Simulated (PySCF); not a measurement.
## Telling isomers of C₉H₉F apart by NMR

[PySCF 2.14.0 with density-fitted response routines: PBE0/pcSseg-1 with gauge-including orbitals; geometry: GFN2-xTB; one conformer; non-relativistic Hamiltonian; averaged over atoms made equivalent by symmetry, fast rotation or ring inversion; gas phase]

References, each an isolated molecule treated in the same way: TMS for ¹H and ¹³C. Splittings of carbon signals by F and P are missing where no couplings were computed. Where no couplings were computed, multiplicities follow the n + 1 count of equivalent neighbours, and m marks all less simple cases (inequivalent or close neighbours, rings, F or P nearby). Shifts are as computed. Against solution values, carbons near 30 ppm lie about +3 ppm off and those near 130 ppm about +5 ppm. Of 1211 compounds with measured shifts, 218 miss one by over three times the rms of a fit or turn the order of signals round; such compounds aren't used in these exercises.

(1) Tabulate the signals of `C/C=C/c1ccccc1F`, `C[C@@]1(F)Cc2ccccc21` and their relative energies.

(2) What is the quickest way to tell C/C=C/c1ccccc1F from C[C@@]1(F)Cc2ccccc21?

Answers

(1) 
```json
{"SMILES": "C/C=C/c1ccccc1F", "carbon types": "2×C 6×CH 1×CH3", "δC": "169.2, 133.7, 133.4, 130.3, 129.5, 128.9, 128.3, 121.7, 23.4", "δH": "7.94 (m, 1H), 7.40 (m, 1H), 7.33 (m, 1H), 7.32 (m, 1H), 7.04 (m, 1H), 6.72 (m, 1H), 2.15 (d, 3H)", "E rel. (kcal/mol)": "0.0"}
{"SMILES": "C[C@@]1(F)Cc2ccccc21", "carbon types": "3×C 4×CH 1×CH2 1×CH3", "δC": "154.5, 147.7, 135.5, 132.5, 129.0, 126.8, 98.1, 46.9, 26.2", "δH": "7.65 (m, 1H), 7.59 (m, 1H), 7.57 (m, 1H), 7.51 (m, 1H), 3.70 (m, 1H), 3.30 (m, 1H), 1.71 (m, 3H)", "E rel. (kcal/mol)": "7.6"}
```

Energies are electronic energies at PBE0/pcSseg-1 on these geometries, without zero-point or thermal terms, each for the one conformer computed, which needn't be the lowest.

(2) Both give the same number of carbon signals, but DEPT or the intensities differ. The first has a substituted aromatic carbon (C) at 130.3 ppm, the second an sp3 CH2 on an aromatic ring at 46.9 ppm. Their most deshielded carbons lie at 169.2 and 154.5 ppm.
